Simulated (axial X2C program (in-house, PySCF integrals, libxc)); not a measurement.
**InH⁺: properties at the nuclei**

Computed with an axial X2C code built on PySCF integrals: two-component X2C with atomic mean-field Coulomb and Gaunt terms, Gaussian nuclei, basis In dyall-cv3z, H dyall-v3z with contracted cores.

R = 1.854 Å (near the PBE0 minimum at charge 1 of the determinant lowest at the starting distance; the state shown can have its own minimum elsewhere).

Input and command:
```json
{"zs": [49, 1], "q": 1, "bas": ["dyall-cv3z", "dyall-v3z"], "r0": 1.74, "levels": ["PBE0", "HF", "BHandHLYP", "r2SCAN", "PBE50"], "nst": 3}
```
```bash
python soeom.py task.json out
```

Keys: zs atomic numbers; q charge; bas basis sets; r0 starting distance in Å; levels methods; nst determinants followed.

Determinant lowest in the PBE0 search, Ω = 1/2 (⟨Sz⟩ = 0.50, ⟨Lz⟩ = 0.00 at PBE0), spin on the atoms In 0.22, H 0.28:

| level | Eeff magnitude (GV/cm) | Ws magnitude In (kHz) | A∥/gI In (MHz) | qzz In (a.u.) | A∥/gI H (MHz) | qzz H (a.u.) |
| --- | --- | --- | --- | --- | --- | --- |
| PBE0 | 16.9 | 19.5 | 3280 | -3.70 | 161 | 0.05 |
| HF | 22.3 | 26 | 3050 | -4.45 | 167 | 0.05 |
| BHandHLYP | 18.1 | 21 | 3260 | -3.74 | 173 | 0.05 |
| r2SCAN | 17.4 | 20.1 | 3140 | -3.73 | 172 | 0.05 |
| PBE50 | 18.9 | 22 | 3410 | -4.03 | 156 | 0.05 |

Eeff is the effective electric field on the electron electric dipole moment in this Ω state and Ws the scalar–pseudoscalar constant of the nucleus named (defined with the proton number Z and per Ω); A∥ (defined per Ω) follows by multiplying with gI = μI/(I μN); qzz is the electric field gradient, eQq0 = 234.96 MHz × Q/barn × qzz. The operators were transformed with the bare-nucleus X2C matrices; with these basis sets, hyperfine constants and field gradients can be off by tens of per cent, and where levels differ in sign neither size nor sign is settled.

**Question.** With gI(115In) = 1.2313, Q(115In) = 0.772 barn, gI(1H) = 5.5857 (g factors from the IAEA table of nuclear moments by Stone; Q from Pyykkö, Mol. Phys. 2018), turn the PBE0 values of the first state into constants in MHz.

**Answer.** A∥(115In) = 3280 × 1.2313 = 4040 MHz; eQq0(115In) = 234.96 × (0.772) × (-3.70) = -671 MHz; A∥(1H) = 161 × 5.5857 = 899 MHz.

Each state is one determinant with collinear spin. Unrestricted Hartree–Fock can overshoot spin polarisation at the nuclei. The search compared states at one distance, so a state with another bond length can lie lower.
